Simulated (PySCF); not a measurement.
Job file and geometry (Å, from GFN2-xTB) of an NMR shielding run on `BPBNB(C)C`, C$_{2}$H$_{11}$B$_{3}$NP, GIAO PBE0/pcSseg-1 NMR shielding, non-relativistic, gas phase in PySCF; density fitting, a coarse starting grid and PySCF grid level 2 are the driver's defaults:

```
$ OMP_NUM_THREADS=1 python probes_run.py task.json out

{"job": {"kind": "nmr", "xc": "PBE0", "basis": "pcSseg-1"}, "charge": 0, "multiplicity": 1}
B      3.482422     0.643978     0.126232
P      2.771767    -0.648906    -0.911550
B      0.964809    -0.996865    -0.669493
N      0.084677     0.096011    -0.530076
B     -1.323262     0.144102    -0.352509
C     -2.172423    -1.188798    -0.251668
C     -2.028970     1.559208    -0.238072
H      4.583571     0.558412     0.509987
H      2.859297     1.617171     0.328772
H      3.472984    -1.824502    -0.769761
H      0.564675    -2.094954    -0.681483
H      0.532146     1.005469    -0.562404
H     -2.126594    -1.743614    -1.187009
H     -3.221270    -1.005463    -0.033365
H     -1.786175    -1.855343     0.516224
H     -2.942204     1.608304    -0.827656
H     -1.396536     2.393182    -0.537241
H     -2.327674     1.738928     0.794656
```

**Question.** Write the output of this run.

**Answer.** 
```
coarse grid: 14936 points
cycle   1  E = -553.0167633841  dE =  5.216e-01  |g| = 5.139e-01  |ddm| = 3.577e+00
cycle   2  E = -553.0012081680  dE =  1.556e-02  |g| = 5.839e-01  |ddm| = 9.421e-01
cycle   3  E = -553.0863097863  dE = -8.510e-02  |g| = 7.499e-02  |ddm| = 5.304e-01
cycle   4  E = -553.0875222720  dE = -1.212e-03  |g| = 2.842e-02  |ddm| = 7.790e-02
cycle   5  E = -553.0876934467  dE = -1.712e-04  |g| = 5.737e-03  |ddm| = 2.049e-02
cycle   6  E = -553.0877025582  dE = -9.111e-06  |g| = 1.560e-03  |ddm| = 7.846e-03
final grid: 138056 points
cycle   7  E = -553.1210270358  dE = -4.426e-05  |g| = 9.234e-03  |ddm| = 2.931e-02
cycle   8  E = -553.1210168078  dE =  1.023e-05  |g| = 1.119e-02  |ddm| = 1.706e-02
cycle   9  E = -553.1210489142  dE = -3.211e-05  |g| = 1.172e-03  |ddm| = 1.015e-02
cycle  10  E = -553.1210492547  dE = -3.404e-07  |g| = 2.271e-04  |ddm| = 1.075e-03
cycle  11  E = -553.1210492659  dE = -1.124e-08  |g| = 5.541e-05  |ddm| = 2.196e-04
cycle  12  E = -553.1210492667  dE = -8.092e-10  |g| = 2.515e-05  |ddm| = 9.453e-05
converged SCF energy = -553.1210492667

GIAO shielding tensors (ppm)
atom      isotropic    diamagn.    paramagn.     s11        s22        s33       span
  0 B       31.367     197.400    -166.033    -60.814      6.520    148.396    209.210
  1 P      375.843     971.954    -596.111    166.922    455.626    504.980    338.058
  2 B       54.690     196.883    -142.193      8.267     36.785    119.017    110.750
  3 N       84.003     324.781    -240.778    -66.968    100.448    218.530    285.498
  4 B       44.846     190.135    -145.289    -12.603     36.479    110.663    123.265
  5 C      182.676     253.015     -70.339    172.077    185.443    190.507     18.430
  6 C      174.644     254.469     -79.826    163.138    166.529    194.263     31.125
  7 H       23.877      29.047      -5.170     16.859     26.810     27.962     11.103
  8 H       24.006      31.452      -7.446     16.307     26.939     28.771     12.464
  9 H       27.370      31.124      -3.755     23.138     25.746     33.226     10.088
 10 H       25.531      32.518      -6.986     22.585     24.172     29.837      7.251
 11 H       24.311      35.888     -11.577     19.306     24.432     29.196      9.890
 12 H       31.124      30.572       0.552     26.783     29.602     36.987     10.204
 13 H       31.105      30.266       0.839     26.860     30.099     36.355      9.496
 14 H       31.114      32.231      -1.117     26.549     29.926     36.866     10.317
 15 H       30.780      29.748       1.032     26.851     29.499     35.991      9.140
 16 H       31.453      32.517      -1.064     27.228     30.132     36.997      9.769
 17 H       30.876      31.158      -0.282     27.604     28.738     36.287      8.684
```

Size and cost of the density-fitted run: 181 basis functions, 20 s wall time on 1 thread of an Intel Xeon 6975P-C, shared host; peak memory 0.82 GiB.
